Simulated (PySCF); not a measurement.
CH5AlO, SMILES [CH3][AlH][OH]. The structure is a stationary point at PBE0-D3(BJ)/def2-TZVP. One conformer was computed; it need not be the lowest.

Problem. Give the equilibrium geometry at PBE0-D3(BJ)/def2-TZVP (PySCF confirms it by a frequency run) as bond lengths and angles, and its point group. (An estimate is asked for; the answer gives what the named calculation found.)

Solution. Several could match; the one computed here: point group Cs.
Atoms: Al1 H2 C3 H4 H5 H6 O7 H8. Bonds (Å): Al1–H2 1.589, Al1–C3 1.940, Al1–O7 1.701, C3–H4 1.095, C3–H5 1.092, C3–H6 1.095, O7–H8 0.956. Bond angles (°): H2–Al1–C3 124.1, H2–Al1–O7 118.2, C3–Al1–O7 117.6, Al1–C3–H4 111.1, Al1–C3–H5 111.9, Al1–C3–H6 111.1, H4–C3–H5 108.1, H4–C3–H6 106.4, H5–C3–H6 108.1, Al1–O7–H8 122.4.
